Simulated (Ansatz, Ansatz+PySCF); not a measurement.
```yaml
atoms:
  - { symbol: C, position_ang: [-0.0399, 0.7242, -0.0288] }
  - { symbol: C, position_ang: [-1.2291, 1.4104, 0.0471] }
  - { symbol: C, position_ang: [-2.4797, 0.7026, -0.0094] }
  - { symbol: C, position_ang: [-2.4691, -0.7395, 0.0006] }
  - { symbol: C, position_ang: [-1.2225, -1.3651, 0.0284] }
  - { symbol: C, position_ang: [-0.0118, -0.6699, -0.0175] }
  - { symbol: C, position_ang: [2.4743, 0.7166, 0.0230] }
  - { symbol: C, position_ang: [1.2691, 1.4268, -0.0338] }
  - { symbol: C, position_ang: [1.2415, -1.3664, -0.0363] }
  - { symbol: C, position_ang: [2.3966, -0.7155, -0.0355] }
  - { symbol: H, position_ang: [-1.2602, 2.5394, 0.0080] }
  - { symbol: H, position_ang: [-3.3434, 1.2805, -0.0082] }
  - { symbol: H, position_ang: [-3.3991, -1.2021, -0.0066] }
  - { symbol: H, position_ang: [-1.2825, -2.4671, 0.0017] }
  - { symbol: H, position_ang: [3.3535, 1.2544, 0.0416] }
  - { symbol: H, position_ang: [1.2792, 2.4705, -0.0209] }
  - { symbol: H, position_ang: [1.2806, -2.4645, -0.0018] }
  - { symbol: H, position_ang: [3.3647, -1.2014, -0.0090] }
```

Basis set: def2-SVP (spherical functions). Correlated methods keep 10 orbitals frozen. Charge 0, multiplicity 1.

Computed with Ansatz (development build ahead of 0.2.0); each method stands on the lowest determinant of its kind that the runs found. Restricted open shells among the atoms or ions are ROHF, correlated in semicanonical orbitals with singles. Restricted functionals stand beside restricted open-shell atoms, which can lie above the unrestricted atoms usual in DFT and then raise those values.

(1) Give the atomization energy at this shape (free ground-state atoms in the same class of orbitals less the molecule, no zero-point energy) of singlet C₁₀H₈ by PBE0 (restricted), RHF-MP2, RHF.

Results:

(1)

| method | atomization energy |
| --- | --- |
| PBE0 (restricted) | 96.29 eV |
| RHF-MP2 | 92.33 eV |
| RHF | 71.82 eV |
